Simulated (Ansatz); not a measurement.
Born–Oppenheimer molecular dynamics of FGeH3O3 (8 atoms, charge 0, multiplicity 1). It starts from a relaxed structure.

Method: RHF/def2-SVP in Ansatz 0.2.0.

```json
{"ensemble": "NVE (velocity Verlet)", "time step": "0.25 fs", "steps asked": "300", "starting velocities drawn for": "2000 K", "masses": "H 10 u", "seed": "886198"}
```

Frames 0.5 fs apart, positions in Å, forces in eV/Å.

Velocities at 67.5 fs (Å/ps):

```
Ge -1.06 -3.38 -0.62
O -8.66 1.26 0.21
H 0.73 4.52 -13.06
O 9.62 1.43 1.68
H 5.30 1.99 -10.33
O 1.37 -6.54 4.90
H -2.64 0.94 1.30
F 0.30 12.24 8.26
```

```xyz
8
Properties=species:S:1:pos:R:3:forces:R:3 time_fs=67.5 energy_less_start_eV=0.911 T=826
Ge -0.148 -0.036 0.076 1.30 -3.10 -0.71
O -0.092 -0.437 1.780 -0.62 1.41 0.44
H -0.306 0.179 2.513 0.31 -1.06 -1.69
O 1.593 0.012 -0.505 -3.06 -0.36 0.51
H 1.696 -0.877 -0.827 0.61 0.12 -0.16
O -1.194 1.236 -0.378 -0.63 0.77 -3.98
H -1.363 1.307 -1.402 0.63 -0.26 4.07
F -0.855 -1.506 -0.790 1.45 2.50 1.52
8
Properties=species:S:1:pos:R:3:forces:R:3 time_fs=68 energy_less_start_eV=0.891 T=851
Ge -0.148 -0.037 0.076 1.45 -3.06 -0.65
O -0.097 -0.436 1.780 -0.55 1.25 0.25
H -0.306 0.181 2.506 0.25 -0.91 -1.49
O 1.597 0.013 -0.505 -3.12 -0.46 0.49
H 1.698 -0.876 -0.833 0.60 0.20 -0.12
O -1.193 1.232 -0.376 -0.69 0.87 -4.06
H -1.365 1.307 -1.401 0.65 -0.28 4.12
F -0.854 -1.500 -0.786 1.41 2.38 1.45
8
Properties=species:S:1:pos:R:3:forces:R:3 time_fs=68.5 energy_less_start_eV=0.864 T=886
Ge -0.148 -0.039 0.076 1.59 -2.99 -0.59
O -0.101 -0.435 1.780 -0.47 1.07 0.03
H -0.306 0.183 2.499 0.19 -0.74 -1.26
O 1.601 0.013 -0.504 -3.18 -0.55 0.48
H 1.701 -0.875 -0.838 0.59 0.29 -0.09
O -1.193 1.229 -0.374 -0.74 0.96 -4.08
H -1.366 1.308 -1.399 0.66 -0.29 4.12
F -0.854 -1.494 -0.782 1.37 2.25 1.38
8
Properties=species:S:1:pos:R:3:forces:R:3 time_fs=69 energy_less_start_eV=0.831 T=930
Ge -0.149 -0.041 0.075 1.71 -2.89 -0.52
O -0.106 -0.434 1.781 -0.39 0.87 -0.20
H -0.305 0.184 2.492 0.12 -0.54 -1.00
O 1.605 0.014 -0.503 -3.22 -0.64 0.46
H 1.704 -0.874 -0.843 0.58 0.37 -0.05
O -1.192 1.226 -0.373 -0.78 1.03 -4.05
H -1.367 1.308 -1.395 0.66 -0.30 4.07
F -0.853 -1.487 -0.777 1.32 2.10 1.30
8
Properties=species:S:1:pos:R:3:forces:R:3 time_fs=69.5 energy_less_start_eV=0.791 T=980
Ge -0.149 -0.043 0.075 1.82 -2.78 -0.45
O -0.110 -0.433 1.781 -0.31 0.64 -0.46
H -0.305 0.186 2.484 0.05 -0.31 -0.73
O 1.608 0.014 -0.501 -3.25 -0.73 0.43
H 1.708 -0.872 -0.848 0.56 0.46 -0.01
O -1.192 1.224 -0.373 -0.79 1.08 -3.96
H -1.367 1.308 -1.391 0.65 -0.31 3.97
F -0.853 -1.480 -0.772 1.27 1.94 1.21
8
Properties=species:S:1:pos:R:3:forces:R:3 time_fs=70 energy_less_start_eV=0.748 T=1036
Ge -0.150 -0.045 0.075 1.93 -2.63 -0.38
O -0.115 -0.432 1.781 -0.23 0.40 -0.74
H -0.304 0.188 2.477 -0.02 -0.07 -0.44
O 1.611 0.015 -0.500 -3.27 -0.81 0.41
H 1.711 -0.871 -0.854 0.55 0.54 0.03
O -1.192 1.221 -0.373 -0.79 1.12 -3.81
H -1.368 1.308 -1.386 0.63 -0.31 3.82
F -0.852 -1.472 -0.768 1.20 1.77 1.11
8
Properties=species:S:1:pos:R:3:forces:R:3 time_fs=70.5 energy_less_start_eV=0.702 T=1096
Ge -0.150 -0.048 0.074 2.02 -2.47 -0.31
O -0.120 -0.430 1.781 -0.14 0.13 -1.02
H -0.303 0.189 2.469 -0.10 0.19 -0.13
O 1.613 0.015 -0.499 -3.28 -0.88 0.38
H 1.714 -0.870 -0.859 0.53 0.61 0.07
O -1.192 1.219 -0.374 -0.76 1.14 -3.60
H -1.368 1.308 -1.380 0.60 -0.30 3.61
F -0.851 -1.465 -0.763 1.13 1.58 1.01
8
Properties=species:S:1:pos:R:3:forces:R:3 time_fs=71 energy_less_start_eV=0.654 T=1157
Ge -0.150 -0.050 0.074 2.10 -2.27 -0.23
O -0.124 -0.429 1.781 -0.06 -0.14 -1.30
H -0.303 0.191 2.461 -0.17 0.46 0.17
O 1.615 0.015 -0.498 -3.28 -0.94 0.35
H 1.718 -0.868 -0.864 0.51 0.67 0.10
O -1.192 1.216 -0.376 -0.71 1.14 -3.33
H -1.369 1.308 -1.373 0.56 -0.29 3.34
F -0.849 -1.457 -0.757 1.05 1.37 0.89
8
Properties=species:S:1:pos:R:3:forces:R:3 time_fs=71.5 energy_less_start_eV=0.608 T=1216
Ge -0.150 -0.052 0.073 2.17 -2.05 -0.16
O -0.129 -0.427 1.780 0.02 -0.41 -1.57
H -0.302 0.192 2.453 -0.24 0.73 0.48
O 1.616 0.015 -0.497 -3.27 -1.00 0.33
H 1.722 -0.866 -0.869 0.49 0.73 0.14
O -1.192 1.214 -0.378 -0.64 1.12 -2.98
H -1.369 1.308 -1.366 0.51 -0.26 3.00
F -0.848 -1.449 -0.752 0.96 1.14 0.77
8
Properties=species:S:1:pos:R:3:forces:R:3 time_fs=72 energy_less_start_eV=0.564 T=1273
Ge -0.150 -0.055 0.073 2.24 -1.79 -0.08
O -0.134 -0.426 1.780 0.09 -0.67 -1.82
H -0.302 0.194 2.445 -0.30 0.99 0.77
O 1.617 0.015 -0.495 -3.25 -1.04 0.30
H 1.725 -0.864 -0.874 0.47 0.78 0.17
O -1.192 1.212 -0.380 -0.55 1.08 -2.55
H -1.369 1.308 -1.357 0.44 -0.23 2.59
F -0.847 -1.441 -0.747 0.86 0.89 0.63
8
Properties=species:S:1:pos:R:3:forces:R:3 time_fs=72.5 energy_less_start_eV=0.525 T=1323
Ge -0.150 -0.057 0.073 2.30 -1.52 0.00
O -0.139 -0.425 1.779 0.16 -0.92 -2.04
H -0.302 0.196 2.438 -0.35 1.24 1.04
O 1.617 0.014 -0.494 -3.23 -1.08 0.27
H 1.729 -0.862 -0.879 0.45 0.82 0.20
O -1.193 1.210 -0.383 -0.43 1.02 -2.04
H -1.369 1.308 -1.348 0.36 -0.19 2.10
F -0.845 -1.433 -0.741 0.75 0.63 0.48
8
Properties=species:S:1:pos:R:3:forces:R:3 time_fs=73 energy_less_start_eV=0.493 T=1365
Ge -0.150 -0.060 0.072 2.36 -1.21 0.07
O -0.143 -0.424 1.778 0.21 -1.14 -2.21
H -0.301 0.199 2.430 -0.40 1.45 1.27
O 1.616 0.014 -0.492 -3.19 -1.10 0.25
H 1.733 -0.860 -0.885 0.43 0.85 0.22
O -1.193 1.209 -0.386 -0.29 0.94 -1.45
H -1.369 1.308 -1.339 0.26 -0.14 1.53
F -0.843 -1.424 -0.736 0.62 0.34 0.33
```

Of the whole run (75 fs, mean temperature of the second half 971 K): The conserved energy stayed within 0.087 meV per atom of its start (net change 0.02 meV per atom), so the integration is sound. Over the second half the temperature averaged 0.49 of the 2000 K drawn at the start: a run that starts near a minimum puts about half its kinetic energy into the potential. A run of 0.075 ps of so small a system gives no equilibrium averages.

Run time: 10 min on 1 thread of Arm Neoverse V2, with other jobs on the host, peak memory 0.22 GiB.
